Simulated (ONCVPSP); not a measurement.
## Dy: one change to an ONCV potential, before and after

ONCVPSP 4.0.1 input, shortened (lines: element, Z, core and valence counts, functional; n l f; lmax; l rc ep ncon nbas qcut; lloc lpopt rc5 dvloc0; l nproj debl; icmod fcfact rcfact), PBE, scalar-relativistic:

```
  Dy 66.00   10    4        4      upf
    1    0    2.00
    2    0    2.00
    2    1    6.00
    3    0    2.00
    3    1    6.00
    3    2   10.00
    4    0    2.00
    4    1    6.00
    4    2   10.00
    4    3    9.00
    5    0    2.00
    5    1    6.00
    5    2    1.50
    6    0    1.50
    2
    0    2.15    0.00    3    7    7.40
    1    2.50    0.00    5    8    6.80
    2    2.85    0.00    4    9    5.00
    4    5    1.50   -1.00
    0    2    3.90
    1    1    0.80
    2    1    2.10
    3    1.50    1.20
```

Change: s: rc 2.76.

Cutoffs: the cutoffs (Ha) at which the residual kinetic energy of the hardest occupied pseudo-wave falls to 1 and 0.1 mHa per electron; they do not see the model core or the augmentation charge, which bear on the density cutoff. Errors are all-electron minus pseudo energies relative to the spin-unpolarised reference configuration.

Q: How do hardness, ghosts and transferability respond?

A: The potential gets softer (16 Ha and 19 Ha → 10 Ha and 16 Ha); of the 4 tests that both files solve, the error grows in 0 and shrinks in 1 by more than 15 % and 0.3 meV (median size 5.8 → 5.2 meV); neither file shows a bound ghost. A larger radius leaves more room for a smooth pseudo-wave, so fewer plane waves are needed.

| quantity | base | changed |
| --- | --- | --- |
| cutoff, loose | 16 Ha | 10 Ha |
| cutoff, tight | 19 Ha | 16 Ha |
| loose cutoff by channel | s 16 Ha, p 10 Ha, d 8.0 Ha | s 9.6 Ha, p 10 Ha, d 8.0 Ha |
| bound ghosts | none | none |
| GHOST(+) flags under 300 eV | s at 104.0 eV, s at 116.5 eV | s at 70.4 eV |
| error for 5s2 5p6 5d1 6s2, meV [ΔE -1.02 eV] | +1.4 | +0.9 |
| error for 5s2 5p6 5d1 6s1, meV [ΔE 5.82 eV] | -1.9 | -1.8 |
| error for 5s2 5p6 5d1 6s0, meV [ΔE 18.25 eV] | +9.8 | +8.7 |
| error for 5s2 5p5 5d1 6s2, meV [ΔE 32.64 eV] | -221 | -210 |
| p: phases at 2.54 bohr within 0.05 rad from the reference energy up to (Ha; the scan ends near 5) | 0.1 | 0.1 |
| d: phases at 2.90 bohr within 0.05 rad from the reference energy up to (Ha; the scan ends near 5) | 3.8 | 3.8 |
| rms error of d²Exc/dni dnj with the model core, mHa | 3.30 | 3.34 |
